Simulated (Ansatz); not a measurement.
Complexes of Cr with 0 d electrons: PBE0-D4/def2-TZVPD single points in Ansatz on relaxed structures, gas phase. Binding counts from free atoms in the multiplicity of their measured ground term, without zero-point energy. Names give formal oxidation states. A dash marks a value that wasn't run or was left out as unsound. The structures are stationary points that may keep the symmetry of their start. Remarks come from the PBE and PBE0 runs and from stability tests at other levels; not every state was tested. A HOMO above zero means that the electron is unbound at that level and held by the basis, or that self-interaction error raises the level; the energy of removing that electron tells which. HOMO above LUMO (over both spins in singlets and doublets, within one spin in higher multiplets; at PBE or PBE0), or a gap under 0.15 eV within one spin, warns that the state may not be the lowest or that an electron is smeared out.

```tsv
species	atoms	state	geometry	HOMO (eV)	LUMO (eV)	gap (eV)	vertical EA (eV)	binding per atom (eV)	point group (within 0.1 Å)	remarks
CrN(OH)3 (CrNO3H3)	8	singlet	B3LYP-D4/def2-SVP	-9.20	-2.78	6.41	1.24	3.50	C3v	restricted SCF unstable in HF, HOMO above zero (-1 doublet)
[CrS4]2- (CrS4²⁻)	5	singlet	PBE-D4/def2-SVPD	2.26	–	–	–	–	Td	HOMO above zero at PBE or PBE0, restricted SCF unstable in HF
CrO2(NH2)2 (CrN2O2H4)	9	singlet	B3LYP-D4/def2-SVP	-7.35	-2.86	4.49	1.32	3.42	C2v	restricted SCF unstable in HF, HOMO above zero (-1 doublet), gap within one spin near zero at PBE or PBE0 (-1 doublet)
CrO2F2	5	singlet	r2SCAN-D4/def2-SVP	-10.52	-5.04	5.48	3.13	3.54	C2v	restricted SCF unstable in HF, HOMO above zero (-1 doublet)
[CrO2S2]2- (CrS2O2²⁻)	5	singlet	PBE0-D4/def2-SVPD	2.85	–	–	–	–	C2v	HOMO above zero at PBE or PBE0, restricted SCF unstable in HF
[CrO3S]2- (CrSO3²⁻)	5	singlet	r2SCAN-D4/def2-SVPD	3.10	–	–	–	–	C3v	HOMO above zero at PBE or PBE0, restricted SCF unstable in HF
CrNF3	5	singlet	PBE0-D4/def2-SVP	-10.73	-4.58	6.15	2.72	3.28	C3v	restricted SCF unstable in HF, HOMO above zero (-1 doublet)
[CrO3Cl]- (CrClO3⁻)	5	singlet	PBE0-D4/def2-SVPD	-3.54	–	–	–	–	C3v	restricted SCF unstable in HF
CrO3	4	singlet	PBE0-D4/def2-TZVP	-9.40	-5.28	4.12	3.55	3.22	C3v	restricted SCF unstable in HF, HOMO above zero (-1 doublet)
```

The gap (eV) runs from 4.12 (CrO3) to 6.41 (CrN(OH)3). The vertical EA (eV) runs from 1.24 (CrN(OH)3) to 3.55 (CrO3).
